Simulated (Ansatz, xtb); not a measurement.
**CH8N2Si3: which of two isomers lies lower**

We compare X, `N#C[Si@@H]([SiH3])N[SiH3]`, a singlet, with Y, `N#C[SiH2]N([SiH3])[SiH3]`, a singlet. Both are isolated molecules in the gas phase, relaxed with r2SCAN-D4/def2-SVP; each stands in its lowest conformer found.

Quicker runs give these differences E(Y) − E(X): GFN2-xTB −99.9 kJ/mol; HF/STO-3G −28.4 kJ/mol (at GFN2-xTB geometries); r2SCAN-D4/def2-SVP//GFN2-xTB −46.1 kJ/mol.

Task: Estimate E(Y) − E(X) at the level CCSD(T)/def2-SVP + ΔMP2/def2-TZVPP.

Result: Calculated at CCSD(T)/def2-SVP + ΔMP2/def2-TZVPP: E(Y) − E(X) = −58.8 kJ/mol, so structure Y lies lower.

The same difference at several levels:

```csv
level,geometry,E(Y) − E(X) (kJ/mol),departure from the last row (kJ/mol),"job, with rough time for the two"
GFN2-xTB,GFN2-xTB,−99.9,−41.1,"optimisation, 0.26 s"
HF/STO-3G,GFN2-xTB,−28.4,+30.3,"single point, 0.4 s"
r2SCAN-D4/def2-SVP//GFN2-xTB,GFN2-xTB,−46.1,+12.6,"single point, 3 s"
r2SCAN-D4/def2-SVP,r2SCAN-D4/def2-SVP,−41.8,+17.0,"optimisation, 2.1 min"
HF/def2-SVP,r2SCAN-D4/def2-SVP,−62.3,−3.5,part of the CCSD(T) run
MP2/def2-SVP,r2SCAN-D4/def2-SVP,−61.7,−2.9,part of the CCSD(T) run
CCSD(T)/def2-SVP,r2SCAN-D4/def2-SVP,−56.0,+2.8,single point
CCSD(T)/def2-SVP + ΔMP2/def2-TZVPP,r2SCAN-D4/def2-SVP,−58.8,,"single point, 35 s"
```

As drawn, Y has 1 N–Si, 1 Si–H in place of 1 Si–Si, 1 N–H.

None of the levels shown reverses the order. The largest departure from CCSD(T)/def2-SVP + ΔMP2/def2-TZVPP is that of GFN2-xTB, 41.1 kJ/mol. A small imaginary or near-zero mode remains, so no thermal terms are given. The last row adds to CCSD(T) the change of the MP2 difference between the two basis sets, here −2.8 kJ/mol.

The correlated steps freeze 18 core orbitals. Programs: Ansatz 0.2.0, xtb 6.7.1; the last row on 2 threads of Intel(R) Xeon(R) 6975P-C (Granite Rapids) on a shared host.
